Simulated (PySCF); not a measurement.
Bond length, frequency and bond energy of AsF⁻ by level of theory

State: ²Π (doublet), unpaired electrons π ↑. Set-up: basis As def2-TZVPPD, F def2-TZVPPD; no relativity; PySCF 2.14. De refers to As + F⁻ in their high-spin ground configurations, without counterpoise correction. The functionals are run spin-unrestricted. A positive dipole points towards F; it is taken about the centre of mass and depends on that origin.

| Level | Re (Å) | ωe (cm⁻¹) | De (eV) | μ (D) | CPU s a point (SCF and correlation, without the integrals) |
| --- | --- | --- | --- | --- | --- |
| UHF | 1.820 | 556 | n/a | -0.56 | 1.8 |
| UHF-MP2 | 1.852 | 532 | 1.20 | n/a | 3 |
| UHF-SCS-MP2 | 1.857 | 525 | 1.31 | n/a | n/a |
| UHF-CCSD | 1.845 | 538 | n/a | n/a | n/a |
| UHF-CCSD(T) | 1.854 | 527 | 1.39 | n/a | 160 |
| PBE | 1.880 | 495 | 1.69 | -0.54 | 1.5 |
| PBEsol | 1.857 | 520 | 1.92 | -0.35 | 1.1 |
| revPBE | 1.893 | 482 | 1.48 | -0.58 | 1.2 |
| PW91 | 1.878 | 497 | 1.72 | -0.56 | 1.1 |
| r²SCAN | 1.850 | 525 | 1.72 | -0.36 | 2 |
| B3LYP | 1.869 | 504 | 1.68 | -0.69 | 2.9 |
| PBE0 | 1.847 | 531 | 1.67 | -0.48 | 3.7 |
| B97-3 | 1.860 | 515 | 1.66 | -0.57 | 2.1 |
| HSE06 | 1.850 | 527 | 1.73 | -0.50 | 4.3 |

The bond length runs from 1.820 Å (UHF) to 1.893 Å (revPBE). De spans 1.20 eV (UHF-MP2, perturbation theory) to 1.92 eV (PBEsol, GGA).

Correlated steps freeze 10 core orbitals. Spin–orbit coupling is left out. For an ion De counts to the pair picked by the measured ionisation energies or electron affinities, which need not be the lowest pair at this level. The highest Kohn–Sham level is positive in this anion. Much of that is self-interaction error, but it also means that the finite basis helps to hold the extra electron. The state was picked by a PBE0 search and need not be the measured ground state.

The whole job (state search and all levels along the bond) took about 15 min on 2 threads of Intel Xeon Platinum 8259CL @ 2.50GHz (shared host), peak memory 3.3 GiB.
